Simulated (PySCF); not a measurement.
A PySCF script (with the pyscf-properties extension) for the NMR shieldings of `BPB(P)PB(C)C`, C$_{2}$H$_{12}$B$_{3}$P$_{3}$, on a GFN2-xTB geometry:

```python
import basis_set_exchange as bse
import numpy as np
from pyscf import gto, dft
from pyscf.prop import nmr

atoms = """
B    -2.417730    0.526997    2.118046
P    -2.784389   -0.471416    0.652620
B    -1.376900   -0.632702   -0.545210
P    -1.644344   -0.147415   -2.368140
P     0.244101   -1.322426    0.025652
B     1.614746   -0.104874   -0.290326
C     1.841428    0.481850   -1.735199
C     2.592753    0.253741    0.896787
H    -1.384912    0.390084    2.652275
H    -3.239321    1.225840    2.566186
H    -3.828024    0.111858   -0.039938
H    -1.051221   -1.248407   -2.962151
H    -2.929475   -0.643854   -2.504307
H     0.124603   -1.342239    1.404583
H     2.230122    1.498393   -1.717780
H     2.587775   -0.121244   -2.254751
H     0.945302    0.475406   -2.359265
H     3.554988    0.637005    0.563644
H     2.773368   -0.589730    1.561974
H     2.141982    1.033812    1.512870
"""
names = dict.fromkeys(["B", "P", "C", "H"], "pcSseg-1")
basis = {el: gto.basis.parse(bse.get_basis(n, elements=[el], fmt="nwchem")) for el, n in names.items()}
mol = gto.M(atom=atoms, basis=basis, charge=0, verbose=0)
mf = dft.RKS(mol, xc="PBE0")
mf.grids.level = 2
mf.grids.alignment = dft.numint.BLKSIZE   # the property module wants whole blocks of grid points
mf.conv_tol = 1e-9
mf.kernel()

calc = nmr.RKS(mf)   # GIAO
C = mf.mo_coeff
Co = C[:, mf.mo_occ > 0]
resp = mf.gen_response(singlet=True, hermi=2)
def vind(x):   # induced exchange potential for any number of trial vectors
    d = np.einsum("pi,xij,qj->xpq", C, 2 * x.reshape(-1, C.shape[1], Co.shape[1]), Co, optimize=True)
    return np.einsum("xpq,pi,qj->xij", resp(d - d.transpose(0, 2, 1)), C, Co, optimize=True).ravel()
mo1, _ = nmr.rhf.solve_mo1(calc, with_cphf=vind)
sigma = calc.kernel(mo1)
for i, s in enumerate(sigma):   # ppm
    print("%2d %-2s %9.2f" % (i, mol.atom_pure_symbol(i), np.trace(s) / 3))
```

Problem. What does it print?

Solution. 
```
 0 B      27.84
 1 P     348.29
 2 B      22.59
 3 P     517.33
 4 P     384.10
 5 B      16.02
 6 C     170.12
 7 C     170.57
 8 H      24.15
 9 H      23.96
10 H      26.77
11 H      28.84
12 H      28.90
13 H      26.94
14 H      30.57
15 H      30.85
16 H      29.92
17 H      30.52
18 H      30.41
19 H      30.78
```

These numbers come from an equivalent density-fitted implementation of the same equations, which agrees with the script to about 0.01 ppm for H and up to a few tenths of a ppm for heavy atoms, so last digits may differ.

Size and cost of the density-fitted run: 217 basis functions, 33 s wall time on 1 thread of an Intel Xeon 6975P-C, shared host; peak memory 0.89 GiB.
